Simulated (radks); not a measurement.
The numbers below are computed, except where a source is named.
Dipole-allowed excitations along the series with 47 electrons in [Kr] 4d10 5s1. Code: a radial shooting solver on a logarithmic mesh with Libxc functionals. Model: scalar-relativistic Kohn-Sham, exchange-only LDA, spin-polarised, spherical densities, finite nucleus; open shells are filled with parallel spins first (spin-orbit coupling, left out, can overturn this in heavy ions); Fermi nuclear charge, rms radius of each element as measured or else 0.836 A^(1/3) + 0.57 fm. Time-dependent linear response with the Hartree and adiabatic exchange-only LDA kernel, continuum included through the Sternheimer equations, no spin-orbit coupling, so fine structure and intercombination lines are absent. Lines are the poles of the dipole polarisability below minus the highest occupied eigenvalue, found on a grid refined at the orbital gaps; the lowest seven at most are given, and weak or close lines can be missed. The first line takes the name of the lowest orbital gap if no other gap lies below it; otherwise a line is named after a gap within 0.6 % of it, if that gap stands alone.

species,-e(HOMO) (eV),lowest orbital gap (eV),first line (eV),f,strongest line (eV),its f,static alpha (bohr^3)
Te5+,65.015,5s-5p 12.513,13.161 (5s-5p),0.766,47.051 (unassigned),0.827,4.782
I6+,81.704,5s-5p 14.219,14.946 (5s-5p),0.766,57.189 (unassigned),0.844,3.712
Xe7+,99.748,5s-5p 15.948,16.749 (5s-5p),0.765,67.985 (unassigned),0.858,2.955
